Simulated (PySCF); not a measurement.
Assigning NMR signals

Bonds (- single, = double, # triple, : aromatic): N1#C2 1.145 Å, C2-Si3 1.869 Å, Si3-C4 1.885 Å, C4=C5 1.329 Å, C5-F6 1.366 Å, C5-Si7 1.899 Å. Si3 carries H8, H9; C4 carries H10; Si7 carries H11, H12, H13. Stereochemistry as in N#C[SiH2]/C=C(\F)[SiH3].

Computational details: geometry: GFN2-xTB, NMR shieldings at PBE0/pcSseg-1/GIAO, in PySCF 2.14.0 with density-fitted response routines (single conformer, equivalent nuclei averaged, non-relativistic, in vacuum).

Referencing at the same level of theory: TMS for ¹³C, ¹H.

(1) Assign these signals to the numbered atoms. ¹³C{¹H} NMR (computed): δ 190.9, 123.6, 118.8.

(2) Assign these signals to the numbered atoms. ¹H NMR (300 MHz, computed): δ 5.71 (m, 1H), 4.92 (d, 2H), 4.25 (m, 3H).

Answers

(1) 
190.9 → C5, fully substituted alkene carbon
123.6 → C2, nitrile carbon: C≡N carbons fall here, among the sp2 signals but without a proton
118.8 → C4, alkene CH: as expected for a trigonal carbon in a double bond

(2) 
| δ (ppm) | atoms | environment | reason |
| --- | --- | --- | --- |
| 5.71 | H10 | hydrogen on an alkene CH | a vinylic proton, deshielded by the sp2 carbon and the C=C anisotropy |
| 4.92 | H8/H9 | hydrogen on a silicon bonded to 2 C | – |
| 4.25 | H11/H12/H13 | hydrogen on a silicon bonded to C | – |

Splittings by ¹⁹F in the carbon and heteronuclear signals aren't shown, as no couplings were computed. Shifts are as computed. Against solution values, carbons near 30 ppm lie about +3 ppm off and those near 130 ppm about +5 ppm. Of 1211 compounds with measured shifts, 218 miss one by over three times the rms of a fit or turn the order of signals round; such compounds aren't used in these exercises. Multiplicities follow the n + 1 count of equivalent neighbours, as no J values were calculated; m marks all less simple cases, F and P coupling included.
